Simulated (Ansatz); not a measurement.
Ideal-gas functions of `[NH2][W](=[O])(=[O])[Cl]` at 400 K and 1 bar, from an Ansatz frequency run at PBE0-D4/def2-TZVP.

Molar mass 267.31 g/mol, point group Cs (symmetry number 1), electronic degeneracy 1, moments of inertia 138.467, 258.153, 268.883 u Å². Harmonic wavenumbers (cm⁻¹, unscaled): 160, 176, 229, 243, 328, 382, 416, 519, 682, 730, 1012, 1056, 1548, 3575, 3677.

Use S(trans) = R[1.5 ln M + 2.5 ln T − 1.1517]; rotational temperatures θ = 24.2544 K / I; S(rot) = R[ln(√π/σ · √(T³/θAθBθC)) + 1.5]; for each mode x = 1.438777 ν̃/T, S = R[x/(eˣ − 1) − ln(1 − e⁻ˣ)] and H = RT x/(eˣ − 1); 1 cm⁻¹ = 0.0119627 kJ/mol; R = 8.31446 J/(mol·K).

**Question.** By hand: the entropy, in J/(mol·K).

**Answer.** Translation 184.7. Rotation: θ = 0.1752, 0.094, 0.0902 K, giving 119.0. Vibration, mode by mode: 13.02, 12.25, 10.16, 9.69, 7.41, 6.30, 5.70, 4.24, 2.67, 2.33, 1.04, 0.91, 0.21, 0.00, 0.00, in all 75.9. Electronic 0.0. Sum 379.6 J/(mol·K).

**Question.** By hand: H − E and G − E in kJ/mol, counted from the electronic energy.

**Answer.** Zero-point energy ½ × 14733 × 0.0119627 = 88.1; thermal vibration 17.1; translation, rotation and pV give 4 RT = 13.3. H − E = 118.5 kJ/mol, and G − E = 118.5 − 400 × 379.6/1000 = -33.3 kJ/mol.

Vibration gives 20 % of the entropy. The sum counts one conformer and one mirror image; others add a mixing term.
